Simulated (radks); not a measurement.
Question: The gallium ion Ga2+ is in [Ar] 3d10 4s1. All-electron calculation, scalar-relativistic Kohn-Sham, PBEsol, spin-polarised, spherical densities, finite nucleus; Fermi nuclear charge, rms radius of each element as measured or else 0.836 A^(1/3) + 0.57 fm. Program: a radial shooting solver on a logarithmic mesh with Libxc functionals. Open shells are filled with parallel spins first. One electron is removed from 3s, 4s, 3d, 3p in turn, with full relaxation. Which removal costs least, and what does each cost?

Answer: 4s 31.523 eV; 3d 49.521 eV; 3p 130.04 eV; 3s 179.35 eV. The 4s electron leaves first.
